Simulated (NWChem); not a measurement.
System: BHF, doublet; SMILES [BH]F

Computed with NWChem. Spin-unrestricted. In the optimisation the excess spin sits in a' (Cs, its own frame). Coordinates come from a PBE0-D3(BJ)/def2-TZVP, spin-unrestricted optimisation. No stability test was run on the SCF state. Level MN15/def2-SVP: energy and gradient on several grids; changes count from the extra-fine grid, which is no exact limit either.

Question: Which is the coarsest grid (xfine; coarse; xcoarse; fine; medium) from which on the energy stays within 50 μHa and each gradient component within 100 μHa/bohr of xfine?

Answer: medium.
| grid | size of the energy change (μHa) | largest change of a gradient component (μHa/bohr) |
|---|---|---|
| xcoarse | 20000 | 1000 |
| coarse | 100 | 200 |
| medium | < 10 | < 30 |
| fine | < 10 | < 30 |
| xfine | < 10 | < 30 |
